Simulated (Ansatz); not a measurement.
# Relaxing a trial structure of H3OSi2Sn−

The starting geometry of this gas-phase singlet was optimised with GFN2-xTB.

```yaml
atoms:
  - { symbol: O, position_ang: [-0.0496, -3.0190, -0.6753] }
  - { symbol: Si, position_ang: [-1.0779, -2.7779, -1.9804] }
  - { symbol: Si, position_ang: [-0.6499, -2.5216, 0.7725] }
  - { symbol: Sn, position_ang: [-2.9579, -2.1049, -0.2475] }
  - { symbol: H, position_ang: [-2.5337, -0.3263, -0.6275] }
  - { symbol: H, position_ang: [0.3934, -1.5842, 1.2447] }
  - { symbol: H, position_ang: [-0.3836, -3.7179, 1.6289] }
```

Task: Predict what it relaxes into with r2SCAN-D4/def2-SVPD.

Result: A new bond forms, giving a structure with H5 bridging Sn4 and Si2, given below by its coordinates. Contacts that close: Si2–H5 (3.16 → 1.74 Å).

The energy falls by 0.63 eV over 19 steps:

| step | E − E(last) (eV) |
| --- | --- |
| 1 | 0.628 |
| 3 | 0.341 |
| 5 | 0.311 |
| 7 | 0.310 |
| 9 | 0.308 |
| 11 | 0.294 |
| 13 | 0.187 |
| 15 | 0.016 |
| 17 | 0.000 |
| 19 | 0.000 |

Final geometry (Å):

```xyz
7

O     0.0024   -2.6201   -0.7992
Si   -1.4041   -2.5218   -1.8450
Si   -0.6133   -2.4901    0.7875
Sn   -3.1159   -1.9632    0.1588
H    -2.0417   -1.0278   -1.2228
H     0.3503   -1.6004    1.5554
H    -0.4368   -3.8283    1.4808
```

Frequencies at the end are all real (lowest 158 cm⁻¹). Atoms past krypton carry core potentials, without spin–orbit terms. Run with Ansatz 0.2.0, 3.6 min on 2 threads of AMD EPYC (Zen 3) (shared host).
